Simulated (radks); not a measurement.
Task: The rubidium ion Rb4+, [Ar] 3d10 4s2 4p3. All-electron calculation, non-relativistic Kohn-Sham, r2SCAN, spin-polarised, spherical densities, point nucleus; meta-GGA in the generalised Kohn-Sham scheme. Program: a radial shooting solver on a logarithmic mesh with Libxc functionals. Every spin shell is full or empty, so the densities are truly spherical. Functionals are evaluated on that one density, not self-consistently. Rank these exchange functionals by their error against the exact value of the orbitals, and give that value: LDA, B88, revPBE, PW91, WC, AM05, SOGGA, B86b, EV93, APBE, revTPSS, SCAN, Tao-Mo, TASK.

Result: Exact: -96.5258 hartree. From best to worst, with 100 (|E| - |E exact|)/|E exact| (equal figures are ties): EV93 0.00, PW91 0.00, B86b +0.05, B88 +0.05, revPBE -0.23, SCAN +0.24, APBE +0.41, Tao-Mo -0.69, revTPSS -0.82, WC -0.98, TASK -2.41, SOGGA -2.54, AM05 -5.07, LDA -5.53.
